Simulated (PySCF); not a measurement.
Input file for PySCF: R-B3LYP/3-21G on AlH3O3 (SMILES [OH][Al]([OH])[OH]), a point of a torsion scan.

```python
from pyscf import gto, scf, dft, mp
from pyscf.data.elements import chemcore

mol = gto.M(
    atom='''
    O    -1.47537049   -0.78927720   -0.32841581
    Al    0.16154826   -0.56137466   -0.43572742
    O     1.06284395   -0.33505368    0.93901170
    O     0.92252993   -0.63558050   -1.90970218
    H    -2.20583746   -0.54915701    0.22279628
    H     1.98216290   -0.20653541    1.12654672
    H     0.65070236   -0.77082493   -2.80671540
    ''',
    basis='3-21g',
    charge=0, spin=0, verbose=3, max_memory=1800)
mf = dft.RKS(mol, xc='b3lyp')
mf.conv_tol = 1e-8
mf.max_cycle = 100
mf.kernel()
if not mf.converged:
    mf = mf.newton().run(mf.mo_coeff, mf.mo_occ)
```

Q: What total energy does the run end on?

A: -467.4651 hartree.
